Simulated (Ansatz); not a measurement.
C₃H₈B₂S (`C=CBB(C)S`). The species carries charge 0 and has multiplicity 1.

Cartesian coordinates in Å:
```
C 0.996 2.613 0.351
C 0.150 1.577 0.361
B 0.640 0.145 0.058
B -0.330 -1.211 0.037
C -1.036 -1.819 -1.227
S -0.596 -2.075 1.589
H 0.679 3.636 0.544
H 2.051 2.464 0.141
H -0.897 1.786 0.579
H 1.823 0.029 -0.145
H -1.622 -2.721 -1.037
H -1.695 -1.070 -1.681
H -0.287 -2.051 -1.993
H 0.125 -1.302 2.423
```

(1) Give the diagnostics of a CCSD(T)/def2-TZVPP run (frozen core, the Gaussian-basis code of Ansatz). (Best estimate.)

Answers

(1) Computed: T1 = 0.0130, largest single amplitude 0.019, largest double 0.034, (T) share of the correlation energy 4.3 %, 9 CCSD cycles. The RHF solution is stable towards an unrestricted one. T1 lies under the customary mark of 0.02 for closed shells.
